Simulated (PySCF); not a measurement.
Molfile (atoms numbered from 1):
```
C2H7NO2Si
     RDKit          3D

 13 12  0  0  0  0  0  0  0  0999 V2000
   -2.4074   -0.1116    1.9145 C   0  0  0  0  0  0  0  0  0  0  0  0
   -1.4693    0.2537    0.9428 O   0  0  0  0  0  0  0  0  0  0  0  0
   -0.0534   -0.5635    0.6435 Si  0  0  0  0  0  4  0  0  0  0  0  0
    0.6052    0.3949   -0.6848 N   0  0  0  0  0  0  0  0  0  0  0  0
    1.7990    0.0106   -1.2005 C   0  0  0  0  0  0  0  0  0  0  0  0
    2.4024   -0.9517   -0.7753 O   0  0  0  0  0  0  0  0  0  0  0  0
   -2.8072   -1.1291    1.7460 H   0  0  0  0  0  0  0  0  0  0  0  0
   -1.9843   -0.0755    2.9356 H   0  0  0  0  0  0  0  0  0  0  0  0
   -3.2521    0.5925    1.8741 H   0  0  0  0  0  0  0  0  0  0  0  0
    0.8419   -0.5355    1.8331 H   0  0  0  0  0  0  0  0  0  0  0  0
   -0.3276   -1.9651    0.2202 H   0  0  0  0  0  0  0  0  0  0  0  0
    0.1293    1.2057   -1.0659 H   0  0  0  0  0  0  0  0  0  0  0  0
    2.1795    0.6413   -2.0384 H   0  0  0  0  0  0  0  0  0  0  0  0
  1  2  1  0
  2  3  1  0
  3  4  1  0
  4  5  1  0
  5  6  2  0
  1  7  1  0
  1  8  1  0
  1  9  1  0
  3 10  1  0
  3 11  1  0
  4 12  1  0
  5 13  1  0
M  END
```

Geometry: PBE0-D3(BJ)/def2-SVP; GIAO shifts from PySCF 2.14.0 with density-fitted response routines, gas phase, non-relativistic, averaged over equivalent atoms.

At WP04/pcSseg-1 (144 basis functions, 11 s wall time on 1 thread of an Arm Neoverse V2, shared host):
```csv
atoms,δ (ppm)
C5,167.5
C1,54.3
O6,433.9
O2,-0.6
Si3,-34.9
N4,123.5
H13,7.87
H10/H11,4.53
H12,4.37
H7/H8/H9,3.50
```

Chemical shifts δ = σref − σ; 13C (σ = 172.44 ppm) and 29Si (σ = 338.69 ppm) and 1H (σ = 31.56 ppm) vs TMS; 17O (σ = 317.54 ppm) against H2O; 15N (σ = 246.90 ppm) against NH3, all at this level.

**Question.** Predict the values at KT3/pcSseg-1 on the same geometry.

**Answer.** 
| atoms | δ at KT3/pcSseg-1 | change |
| --- | --- | --- |
| C5 | 152.7 | -14.8 |
| C1 | 53.2 | -1.1 |
| O6 | 424.9 | -9.0 |
| O2 | 10.1 | +10.7 |
| Si3 | -23.6 | +11.3 |
| N4 | 124.4 | +0.9 |
| H13 | 8.05 | +0.18 |
| H10/H11 | 5.28 | +0.75 |
| H12 | 4.04 | -0.33 |
| H7/H8/H9 | 3.72 | +0.22 |

Chemical shifts δ = σref − σ; 13C (182.31 ppm), 29Si (365.51 ppm), 1H (31.32 ppm) vs TMS; H2O for 17O (329.03 ppm); 15N (262.01 ppm) vs NH3, all at this level.

The largest change is at C5 (amide carbonyl carbon). Cost: 144 basis functions, 14 s wall time on 1 thread of an AMD EPYC 9R45 96-Core, shared host.

The C=O carbon of an acid or of an amide with N–H lies up to 10 ppm further downfield in solution, through hydrogen bonding that the calculation lacks. Unscaled 17O shifts of doubly bonded oxygen tend to come out too high, by tens of ppm or more. Experimental scales use liquid or dissolved standards, which lie at an offset from isolated NH3 (liquid NH3: subtract about 20 ppm) and H2O (liquid H2O: subtract about 36 ppm).
